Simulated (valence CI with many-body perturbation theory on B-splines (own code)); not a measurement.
Energy levels of Pb⁶⁸⁺

Computed by valence CI with perturbative core correlation (CI+MBPT): four valence electrons over a frozen Dirac-Fock core [Ne], radial functions for each j: 11 s, 11 p, 10 d, 8 f, 5 g, 2 h, with the one-electron correlation potential Σ1 (screened to all orders), the two-electron term Σ2, the three-electron term Σ3, Breit, model QED; selected single and double excitations, second order for the rest, scaled by the run's own slope (own B-spline code, finite nucleus).

The last digits are not significant, and no measured levels were compared; by estimate large intervals hold to a few tenths of a per cent, small ones and those within an open d or f shell to about a per cent. Among the levels kept, up to 570 cm⁻¹ of a level comes from second order outside the variational space, and about a tenth of that is noise between levels of different J, which matters for small intervals.

Levels 46 to 90 of 164, with energies above the lowest level, (3s^2 3p1/2^2) J=0. "Leading %" is the weight of the configuration and term that name the level; weights of strongly mixed levels are sums over their largest components and can fall short. In the jj column 3d3/2^4 stands for four electrons in 3d with j = 3/2. Lifetimes count E1, E2, E3, M1 and M2 decay at the calculated energies, and are blank where another channel may lead or the interval is too uncertain; long ones can be off by a factor of two.

```csv
No.,Configuration,Term,J,E (eV),Leading %,Leading jj,Lifetime
46,3s3p²3d,⁵D,4,1714.3,46,3s 3p1/2 3p3/2 3d5/2 (99 %),40.7 ps
47,3s²3d²,³F,2,1727.8,46,3s^2 3d3/2^2 (65 %),62.9 fs
48,3s3p²3d,³P,2,1738.5,34,3s 3p1/2 3p3/2 3d5/2 (96 %),875 fs
49,3s3p²3d,³G,5,1740.5,62,3s 3p1/2 3p3/2 3d5/2 (100 %),35.3 ps
50,3s3p²3d,³F,3,1749.1,41,3s 3p1/2 3p3/2 3d5/2 (97 %),1.34 ps
51,3s²3d²,³P,0,1756.8,46,3s^2 3d3/2^2 (70 %),56.0 fs
52,3s3p²3d,³D,3,1761.2,62,3s 3p1/2 3p3/2 3d5/2 (97 %),880 fs
53,3s3p²3d,³P,1,1762.4,36,3s 3p1/2 3p3/2 3d5/2 (96 %),1.18 ps
54,3s3p²3d,³F,4,1765.4,42,3s 3p1/2 3p3/2 3d5/2 (94 %),1.53 ps
55,3s3p²3d,¹D,2,1769.8,34,3s 3p1/2 3p3/2 3d5/2 (91 %),458 fs
56,3s3p²3d,³D,3,1778.0,36,3s 3p1/2 3p3/2 3d5/2 (90 %),230 fs
57,3s3p²3d,³F,4,1781.4,48,3s 3p1/2 3p3/2 3d5/2 (89 %),353 fs
58,3s3p²3d,³D,1,1784.2,37,3s 3p1/2 3p3/2 3d5/2 (91 %),525 fs
59,3s3p²3d,³S,1,1798.2,27,3s 3p1/2 3p3/2 3d5/2 (91 %),597 fs
60,3s3p²3d,¹F,3,1799.6,37,3s 3p1/2 3p3/2 3d5/2 (85 %),241 fs
61,3s3p²3d,³D,2,1800.2,18,3s 3p1/2 3p3/2 3d5/2 (79 %),424 fs
62,3s3p²3d,³P,0,1801.6,48,3s 3p1/2 3p3/2 3d5/2 (88 %),439 fs
63,3s3p²3d,³D,2,1810.0,33,3s 3p1/2 3p3/2 3d5/2 (96 %),142 fs
64,3p³3d,³D°,2,1828.6,15,3p1/2^2 3p3/2 3d3/2 (60 %),1.61 ps
65,3p³3d,³P°,0,1844.5,51,3p1/2^2 3p3/2 3d3/2 (80 %),708 fs
66,3s²3d²,³F,3,1846.1,75,3s^2 3d3/2 3d5/2 (75 %),103 fs
67,3p³3d,³F°,3,1851.1,22,3p1/2^2 3p3/2 3d3/2 (79 %),449 fs
68,3p³3d,³D°,1,1851.6,32,3p1/2^2 3p3/2 3d3/2 (89 %),432 fs
69,3s3p3d²,⁵G°,2,1855.2,43,3s 3p1/2 3d3/2^2 (71 %),393 fs
70,3s²3d²,¹G,4,1857.5,63,3s^2 3d3/2 3d5/2 (86 %),130 fs
71,3s²3d²,³P,2,1858.2,39,3s^2 3d3/2 3d5/2 (77 %),98.6 fs
72,3s²3d²,³P,1,1863.2,81,3s^2 3d3/2 3d5/2 (81 %),102 fs
73,3s3p3d²,⁵G°,3,1873.1,22,3s 3p1/2 3d3/2^2 (81 %),283 fs
74,3s3p3d²,⁵D°,0,1905.8,43,3s 3p1/2 3d3/2^2 (79 %),123 fs
75,3s3p3d²,³D°,1,1908.6,40,3s 3p1/2 3d3/2^2 (95 %),111 fs
76,3s3p3d²,³P°,1,1916.2,30,3s 3p1/2 3d3/2^2 (92 %),147 fs
77,3s3p3d²,³D°,2,1918.2,27,3s 3p1/2 3d3/2^2 (87 %),86.7 fs
78,3s3p³,³P°,2,1969.2,50,3s 3p3/2^3 (98 %),195 fs
79,3s²3d²,³F,4,1969.6,71,3s^2 3d5/2^2 (96 %),1.01 ps
80,3p³3d,³F°,4,1975.7,41,3p1/2^2 3p3/2 3d5/2 (84 %),533 fs
81,3s²3d²,¹D,2,1981.0,46,3s^2 3d5/2^2 (96 %),871 fs
82,3p³3d,³D°,2,1982.6,20,3p1/2^2 3p3/2 3d5/2 (65 %),587 fs
83,3s3p3d²,⁵G°,3,1984.6,24,3s 3p1/2 3d3/2 3d5/2 (82 %),1.72 ps
84,3s3p3d²,⁵D°,1,1997.1,33,3s 3p1/2 3d3/2 3d5/2 (91 %),1.46 ps
85,3s3p3d²,⁵G°,4,1998.4,39,3s 3p1/2 3d3/2 3d5/2 (95 %),2.02 ps
86,3s3p3d²,⁵D°,2,1999.7,21,3s 3p1/2 3d3/2 3d5/2 (74 %),627 fs
87,3p³3d,³D°,3,2006.2,20,3p1/2^2 3p3/2 3d5/2 (63 %),460 fs
88,3s3p³,¹P°,1,2009.0,36,3s 3p3/2^3 (98 %),82.5 fs
89,3s²3d²,¹S,0,2011.8,65,3s^2 3d5/2^2 (96 %),748 fs
90,3p³3d,³P°,1,2019.5,21,3p1/2^2 3p3/2 3d5/2 (74 %),491 fs
```
